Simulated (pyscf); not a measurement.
PySCF, gas phase, ωB97X-D3(BJ)/def2-SVP geometries.

### Question
How much does it cost (ΔH, 298 K, ωB97M-D3(BJ)/def2-TZVP) to split HO–As(OH)–AsH₂ at its As–As bond into HO–As•–OH + AsH₂•?

### Answer
As–As to HO–As•–OH + AsH₂•: 44.2 kcal/mol. The 7 functionals that were run give +41.6 (M06-2X) to +52.2 kcal/mol (ωB97X-D3(BJ)). Other isomers of HO–As•–OH were not searched in full and may lie lower. Elements up to Kr have no core potential and no relativistic terms here.
